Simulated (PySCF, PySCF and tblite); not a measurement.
A run on one conformer of C₅H₁₃BO₂Si, numbered as in [OH:1][B:2]([OH:3])[CH:4]1[CH2:5][CH2:6][SiH2:7][CH2:8][CH2:9]1, from an ensemble study. The sound level was B97-2/6-31G* on GFN2-xTB geometries.

Input:

```
{"job": {"xc": "B97-2", "basis": "6-31G*", "scf": {"max_cycle": 62}, "kind": "nmr", "pop": false}, "charge": 1, "multiplicity": 1}
O     -2.982493     1.199433    -0.575208
B     -2.307145     0.165589    -0.032804
O     -3.023145    -0.759282     0.663070
C     -0.707366     0.116280    -0.225324
C     -0.060684     1.193777     0.663679
C      1.401535     1.466391     0.312305
Si     2.429990    -0.124329     0.418794
C      1.325576    -1.422214    -0.419550
C     -0.122451    -1.276975     0.047550
H     -3.925906     1.180538    -0.406972
H     -2.525153    -1.481257     1.042692
H     -0.479856     0.380025    -1.264009
H     -0.134478     0.883546     1.709771
H     -0.636562     2.116495     0.555771
H      1.447778     1.875081    -0.698769
H      1.791110     2.238992     0.976626
H      2.660044    -0.494806     1.823947
H      3.717741     0.008730    -0.272506
H      1.672068    -2.435756    -0.211184
H      1.358561    -1.300429    -1.503784
H     -0.737590    -2.026045    -0.464203
H     -0.171987    -1.484401     1.121614
```

Command: OMP_NUM_THREADS=1 python ens_run.py task.json out

Output:

```
RuntimeError: Electron number 77 and spin 0 are not consistent
Note mol.spin = 2S = Nalpha - Nbeta, not 2S+1
```

Task: What is wrong with this calculation?

Result: The setting at fault: wrong charge. The input was rejected before any iteration.
